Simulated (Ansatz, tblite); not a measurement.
Cost and result up the ladder for Cd10Te10H28 (48 atoms). Total charge 0; singlet. Geometry: PBE-D4/def2-SVP, loosely relaxed.

Cartesian coordinates in Å:
```
Cd 4.599 -1.233 -1.550
Cd -1.118 3.060 -3.387
Cd -3.750 1.560 -1.680
Cd 1.878 -3.797 2.118
Cd -5.416 -1.962 0.567
Cd 0.047 -0.369 -1.467
Cd 3.302 1.401 1.241
Cd -0.991 2.948 3.213
Cd -0.403 -0.160 3.013
Cd -4.735 0.423 2.770
Te 0.692 0.758 -3.947
Te 2.044 -2.291 -0.528
Te 3.938 1.509 -1.615
Te -2.623 -1.192 -0.946
Te 0.434 4.433 -1.091
Te -3.264 2.370 1.278
Te -0.978 -4.540 1.197
Te 1.812 -1.634 3.986
Te -2.694 -1.838 2.794
Te 0.548 1.343 0.758
H 5.900 -2.271 -1.889
H 3.733 -1.932 -4.229
H 2.149 4.111 -4.603
H -1.434 4.178 -4.638
H -5.414 1.540 -2.019
H -2.077 2.136 -2.079
H 2.821 -5.225 2.087
H -5.541 -3.562 0.073
H 4.417 1.442 2.523
H 5.202 -1.184 1.815
H -0.519 4.572 3.244
H -1.007 1.322 4.071
H -5.657 -0.324 1.119
H -5.663 0.506 4.201
H -0.587 -0.074 -4.663
H 3.140 -1.438 -4.197
H 2.076 -3.636 -1.546
H 2.779 3.817 -4.273
H 5.553 1.983 -1.534
H -2.947 -1.994 -2.388
H 0.822 5.716 -2.135
H 1.906 3.709 -1.479
H -4.409 3.567 1.577
H -0.238 -5.942 0.577
H -1.379 -5.410 2.581
H 0.894 -2.558 5.055
H 4.990 -1.877 1.552
H -2.832 -1.963 4.472
```

Ansatz on 11 threads of AMD EPYC 7R13 on a shared host and a whole NVIDIA H100 80GB HBM3; xTB runs through tblite on one thread. Times are rough, summed over both states, and most runs start from the orbitals of an earlier one. PBE0-D4/def2-TZVP serves as the yardstick here, not as an exact answer. The other state is a triplet.

In the def2 sets Cd, Te take a core potential; there is no spin–orbit coupling. The xTB rows come from tblite. Single mean-field runs in def2-TZVP are fitted with def2-universal-jkfit. HOMO above LUMO, or a gap near zero within one spin, warns that the state may not be the lowest or that an electron is smeared out. In the singlet geometry the species has come apart into loosely held pieces. In the singlet, H23 and H38 lie 0.77 Å apart, H30 and H47 lie 0.77 Å apart, H22 and H36 lie 0.77 Å apart (atoms count from 1), so H2 has formed as a molecule. In the triplet geometry the species has come apart into loosely held pieces.

xTB has no spin-polarisation term.

```csv
level,functions,vertical triplet (eV),difference from PBE0-D4/def2-TZVP (eV),remarks
PBE0-D4/def2-TZVP,1068,3.75,0.00,"loose geometry (singlet), loose geometry (triplet)"
GFN2-xTB,158,3.81,0.06,"loose geometry (singlet), loose geometry (triplet)"
PBE-D4/def2-TZVP (with forces),1068,3.07,-0.68,"gap within one spin near zero (triplet), loose geometry (singlet), loose geometry (triplet)"
GFN1-xTB,186,3.62,-0.13,"loose geometry (singlet), loose geometry (triplet)"
```

(1) Estimate how long each takes.

Answers

(1) GFN1-xTB 0.51 s; GFN2-xTB 1.1 s; PBE0-D4/def2-TZVP 59 s; PBE-D4/def2-TZVP (with forces) 60 s. On shared hardware such times vary by a factor of up to 3.
